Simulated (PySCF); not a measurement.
**C₆ coefficients of unlike pairs at PBE**

Calculated with PySCF 2.14 from the dipole response of each species, C₆(A,B) = (3/π) ∫ α_A(iu) α_B(iu) du, in atomic units, from isotropic polarisabilities. For ions this is the dispersion term alone; charge-induced terms of lower order in 1/R come first.

```json
{"species": "C³⁺", "configuration": "[He] 2s1 (2S)", "basis": "dyall-acv3z (15s9p4d2f)", "relativity": "spin-free X2C", "α (bohr³)": "3.087", "C₆ (like pair)": "2.435"}
{"species": "Kr", "configuration": "[Kr] (1S)", "basis": "aug-cc-pVQZ-DK (8s7p5d3f2g)", "relativity": "spin-free X2C", "α (bohr³)": "17.92", "C₆ (like pair)": "139.7"}
{"species": "Zr³⁺", "configuration": "[Kr] 4d1 (2D)", "basis": "x2c-TZVPPall with one added diffuse shell each of s, p, d, f type (9s7p7d3f1g)", "relativity": "spin-free X2C", "α (bohr³)": "5.644", "C₆ (like pair)": "23.00"}
{"species": "Fe³⁺", "configuration": "[Ar] 3d5 (6S)", "basis": "def2-QZVPPD (11s6p5d4f2g)", "relativity": "none", "α (bohr³)": "1.899", "C₆ (like pair)": "4.612"}
```

Q: Estimate C₆ for Zr³⁺ with Kr.

A: The integral gives 54.61. The combination rule 2 C_A C_B / (C_A α_B/α_A + C_B α_A/α_B) gives 54.92 and the geometric mean 56.69.

No spin-orbit coupling is included.

The other pairs:

```json
{"pair": "Fe³⁺, Kr", "C₆": "22.23"}
{"pair": "Zr³⁺, C³⁺", "C₆": "6.616"}
{"pair": "Fe³⁺, Zr³⁺", "C₆": "9.976"}
{"pair": "Fe³⁺, C³⁺", "C₆": "2.587"}
{"pair": "Kr, C³⁺", "C₆": "17.88"}
```
